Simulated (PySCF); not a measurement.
# Spin-Hamiltonian simulation

Molecule: SMILES C=CB(C=C)C=C, C6H9B.

Molfile (atoms numbered from 1):
```
C6H9B
     RDKit          3D

 16 15  0  0  0  0  0  0  0  0999 V2000
   -2.4845    0.3108    0.0817 C   0  0  0  0  0  0  0  0  0  0  0  0
   -1.3709    0.7627   -0.5205 C   0  0  0  0  0  0  0  0  0  0  0  0
    0.0756    0.3205   -0.1393 B   0  0  0  0  0  0  0  0  0  0  0  0
    1.2398    1.3352   -0.3790 C   0  0  0  0  0  0  0  0  0  0  0  0
    2.5277    1.0912   -0.0846 C   0  0  0  0  0  0  0  0  0  0  0  0
    0.3617   -1.0903    0.4634 C   0  0  0  0  0  0  0  0  0  0  0  0
   -0.3458   -2.1911    0.1582 C   0  0  0  0  0  0  0  0  0  0  0  0
   -2.4380   -0.4507    0.8675 H   0  0  0  0  0  0  0  0  0  0  0  0
   -3.4807    0.6986   -0.1599 H   0  0  0  0  0  0  0  0  0  0  0  0
   -1.4976    1.5625   -1.2642 H   0  0  0  0  0  0  0  0  0  0  0  0
    1.0064    2.3155   -0.8173 H   0  0  0  0  0  0  0  0  0  0  0  0
    3.3237    1.8228   -0.2635 H   0  0  0  0  0  0  0  0  0  0  0  0
    2.8454    0.1373    0.3506 H   0  0  0  0  0  0  0  0  0  0  0  0
    1.2330   -1.2335    1.1170 H   0  0  0  0  0  0  0  0  0  0  0  0
   -1.2064   -2.1467   -0.5178 H   0  0  0  0  0  0  0  0  0  0  0  0
   -0.0823   -3.1829    0.5429 H   0  0  0  0  0  0  0  0  0  0  0  0
  1  2  2  0
  2  3  1  0
  3  4  1  0
  4  5  2  0
  3  6  1  0
  6  7  2  0
  1  8  1  0
  1  9  1  0
  2 10  1  0
  4 11  1  0
  5 12  1  0
  5 13  1  0
  6 14  1  0
  7 15  1  0
  7 16  1  0
M  END
```

[PySCF: GIAO HF/pcSseg-1 shieldings; geometry from PBE0-D3(BJ)/def2-SVP; B3LYP/pcJ-1 coupling constants (spin–dipole term only in couplings to heteroatoms); one computed conformer; rapidly exchanging positions averaged; non-relativistic Hamiltonian; gas phase]

Referencing at the same level of theory: 1H (31.69 ppm) against TMS.

Shifts (ppm): H8 6.50, H9 6.49, H10 6.75.
Couplings (Hz): H8–H9: 4.7; H8–H10: 20.7; H9–H10: 14.1.

The 3-spin Hamiltonian (Zeeman plus full scalar coupling among like nuclei) was diagonalised exactly; lines are Lorentzian, 0.5 Hz wide, and the maxima above 3 % are listed with the tallest set to 100.

Q: Give the 1H peak list of this spin system at 300 MHz.

A: 
δ in ppm (height): 6.814 (28), 6.776 (10), 6.766 (27), 6.747 (33), 6.738 (14), 6.700 (67), 6.543 (15), 6.526 (100), 6.515 (92), 6.498 (13), 6.476 (4), 6.467 (69), 6.459 (65)

Q: And at 600 MHz?

A: 
Hz from δ = 0 (height): 4068.4 (38), 4054.1 (43), 4048.0 (48), 4033.7 (60), 3912.8 (26), 3908.0 (85), 3902.3 (82), 3897.5 (25), 3892.4 (7), 3888.0 (100), 3887.6 (98), 3883.2 (8)

Q: Among coupled protons with different shifts, which pair is furthest from first order, and how does the field change that?

A: H8 and H9: Δν/J is about 0.6 at 300 MHz (strongly coupled) and 1.3 at 600 MHz (strongly coupled). J in Hz doesn't depend on the field, while Δν in Hz grows in proportion to it.

Unscaled 3J(H,H) at this level run about 10 % above measured values.
